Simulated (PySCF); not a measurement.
**Calculated NMR parameters of C[C@@H]1C=CCC[C@H]1F**

* Formula: C7H11F
* SMILES: C[C@@H]1C=CCC[C@H]1F
* Point group of the computed structure: C1
* Degrees of unsaturation: 2
* Carbon signals: 7
* Proton signals: 9

Mapped SMILES: `[CH3:1][C@@H:2]1[CH:3]=[CH:4][CH2:5][CH2:6][C@H:7]1[F:8]`; H(Xn) means a hydrogen on atom n. Ha(C5), Ha(C6) are cis to C1 on the ring; Hb(C5), Hb(C6) are trans to C1 on the ring.

Computed data (PySCF 2.14): σ from GIAO-PBE0/pcSseg-1, GFN2-xTB structure. Single conformer, fast rotation and ring inversion assumed for equivalent nuclei, non-relativistic Hamiltonian, isolated molecule.

Chemical shifts δ = σref − σ; TMS for ¹H (σ = 31.72 ppm), ¹³C (σ = 186.93 ppm); ¹⁹F (σ = 170.95 ppm) against CFCl3, all at this level.

| carbon | δC, type | δH (multiplicity) | HMBC from (2–3 bonds) | span of the C tensor (ppm) |
| --- | --- | --- | --- | --- |
| C1 | 20.4, CH3 | 1.21 (d) | H(C3), H(C7), H(C2) | 34 |
| C2 | 42.0, CH | 2.43 (m) | H(C4), H(C3), H(C7), Ha(C6), Hb(C6), H(C1) | 22 |
| C3 | 138.8, CH | 5.65 (m) | H(C4), H(C7), H(C2), Ha(C5), Hb(C5), H(C1) | 207 |
| C4 | 133.6, CH | 5.89 (m) | H(C3), H(C2), Ha(C5), Hb(C5), Ha(C6), Hb(C6) | 217 |
| C5 | 29.6, CH2 | Ha(C5) 2.29 (m); Hb(C5) 2.25 (m) | H(C4), H(C3), H(C7), Ha(C6), Hb(C6) | 18 |
| C6 | 32.9, CH2 | Ha(C6) 2.14 (m); Hb(C6) 1.76 (m) | H(C4), H(C7), H(C2), Ha(C5), Hb(C5) | 21 |
| C7 | 98.8, CH | 4.29 (m) | H(C3), H(C2), Ha(C5), Hb(C5), Ha(C6), Hb(C6), H(C1) | 76 |

Other nuclei:
```tsv
atoms	nucleus	environment	δ (ppm)	σ (ppm)
F8	¹⁹F	fluorine on an sp3 carbon	-211.0	382.0
```

- Carbon types of the structure: 4 × CH, 2 × CH2, 1 × CH3, which accounts for all hydrogens.
- δC 138.8, 133.6: alkene CH; an sp2 carbon of a C=C bond.
- δC 98.8: sp3 CH bonded to F; the inductive effect lowers its shielding.
- δC 29.6: allylic sp3 CH2; saturated and bonded to C and H only.
- δH 4.29: hydrogen on an sp3 CH bonded to F; its carbon carries F, an electronegative neighbour.
- δH 2.43: hydrogen on an allylic sp3 CH; allylic position.

Splittings by ¹⁹F in the carbon and heteronuclear signals aren't shown, as no couplings were computed. Shifts are as computed. Against solution values, carbons near 30 ppm lie about +3 ppm off and those near 130 ppm about +5 ppm. Of 1309 compounds with measured shifts, 239 miss one by over three times the rms of a fit or turn the order of signals round; such compounds aren't used in these exercises. Unscaled 19F shifts against computed CFCl3 carry errors that often reach 10 to 50 ppm. No couplings were computed; multiplicities are counted from neighbouring protons, with m where these are inequivalent, close in shift, in a saturated or five-membered ring or joined by F or P, and br s for small geminal =CH2 splittings.
